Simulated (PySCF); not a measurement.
Input file for PySCF: D3(BJ) and D4 dispersion corrections on BiH3O2 (SMILES [OH][BiH][OH]), a point of a torsion scan.

```python
from pyscf import gto
from pyscf.dispersion import dftd3, dftd4

mol = gto.M(
    atom='''
    O    -1.57655065   -0.44424989    0.20722582
    Bi    0.18624712    0.22889756    1.06057977
    O     1.24471416    0.16567900   -0.71549012
    H    -1.63911631   -0.17527830   -0.70715437
    H    -0.26603641    1.93608655    0.78217773
    H     0.85247423    0.73473940   -1.37413739
    ''',
    basis='def2-svp',
    charge=0, spin=0, verbose=0, max_memory=1800)
d3, d4 = {}, {}
for xc in ['hf', 'pbe', 'blyp', 'revpbe', 'tpss', 'r2scan', 'b3lyp', 'pbe0', 'bhlyp', 'camb3lyp', 'b2plyp']:
    d3[xc] = float(dftd3.DFTD3Dispersion(mol, xc=xc, version='d3bj', atm=False).get_dispersion()['energy'])
    print(f'D3(BJ) {xc:10s} {d3[xc]:14.8f} Eh')
for xc in ['hf', 'pbe', 'blyp', 'revpbe', 'tpss', 'r2scan', 'b3lyp', 'pbe0', 'bhlyp', 'camb3lyp', 'b2plyp']:
    d4[xc] = float(dftd4.DFTD4Dispersion(mol, xc={'camb3lyp': 'cam-b3lyp'}.get(xc, xc), atm=True).get_dispersion()['energy'])
    print(f'D4     {xc:10s} {d4[xc]:14.8f} Eh')
```

It printed:

```
D3(BJ) hf            -0.03232350 Eh
D3(BJ) pbe           -0.00357903 Eh
D3(BJ) blyp          -0.00821437 Eh
D3(BJ) revpbe        -0.00873603 Eh
D3(BJ) tpss          -0.00463123 Eh
D3(BJ) r2scan        -0.00092559 Eh
D3(BJ) b3lyp         -0.00682756 Eh
D3(BJ) pbe0          -0.00319838 Eh
D3(BJ) bhlyp         -0.00585348 Eh
D3(BJ) camb3lyp      -0.00308510 Eh
D3(BJ) b2plyp        -0.00341560 Eh
D4     hf            -0.01366623 Eh
D4     pbe           -0.00389454 Eh
D4     blyp          -0.00859794 Eh
D4     revpbe        -0.01097743 Eh
D4     tpss          -0.00523545 Eh
D4     r2scan        -0.00084242 Eh
D4     b3lyp         -0.00640086 Eh
D4     pbe0          -0.00325301 Eh
D4     bhlyp         -0.00530752 Eh
D4     camb3lyp      -0.00332241 Eh
D4     b2plyp        -0.00266767 Eh
```

The run finished.

Cost: about 0.020 core-seconds (a rough figure).
